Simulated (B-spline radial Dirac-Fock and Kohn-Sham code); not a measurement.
X-ray lines that fill the M3 vacancy in Tb⁺

System: terbium as Tb⁺ in the configuration [Xe] 4f8 5d1 6s1 (not the ground configuration).

Model: independent-particle rates on relativistic LDA orbitals of the hole state (multipoles up to L = 3, Coulomb Auger matrix elements, transition energies from Dirac-Fock). Program: a radial finite-basis atomic code.

```
 line  multipole  energy (eV)  width (meV)  share (%)
M3-M4         E1        339.2       0.0815      0.546
M3-M5         E1        372.1        0.996       6.68
M3-N1         E1       1208.3         2.42       16.2
M3-N2         E2       1287.7      0.00413     0.0277
M3-N3         E2       1322.1      0.00360     0.0242
M3-N4         E1       1453.9         1.19       7.99
M3-N5         E1       1460.1         9.63       64.6
M3-O1         E1            –        0.437       2.93
M3-N6         E2       1611.2      0.00451     0.0302
M3-N7         E2       1612.1       0.0265      0.178
M3-O4         E1       1620.0      0.00964     0.0646
M3-O5         E1       1620.2       0.0776      0.520
M3-P1         E1       1620.5       0.0329      0.221
```

The listed lines hold 100.0 % of the radiative rate. A dash stands for an energy that rests on an unreliable hole state. The radiative width is 0.0149 eV in the length form and 0.0146 eV in the velocity form; the two differ because the transition energies are not eigenvalue differences of the potential that gave the orbitals.

Values without a named source are computed, but for edge energies of neutral atoms, which are taken from tables.
